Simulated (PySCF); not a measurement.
AlH₄, SMILES [AlH4-], charge -1. Geometry: PBE0-D3(BJ)/def2-TZVPD. The isomer is the one that the SMILES or the coordinates give; other isomers of the formula were not compared.

Computed with PBE0-D3(BJ)/def2-TZVPD (PySCF 2.14.0).

Harmonic wavenumbers (cm⁻¹): 750, 750, 763, 763, 763, 1645, 1645, 1645, 1727. Rotational constants (GHz): 69.36, 69.36, 69.36; symmetry number 12.

Work out the zero-point energy and the ideal-gas rigid-rotor harmonic-oscillator thermochemistry at 298.15 K and 1 atm.

ZPE = ½ Σ hcν = ½ × 10453 cm⁻¹ = 14.94 kcal/mol. H − E(el) = 17.61 kcal/mol. Entropy in cal/(mol K): translation 36.23, rotation 12.58, vibration 1.25, total 50.05. G − E(el) = 2.68 kcal/mol. Cp = 11.73 cal/(mol K).
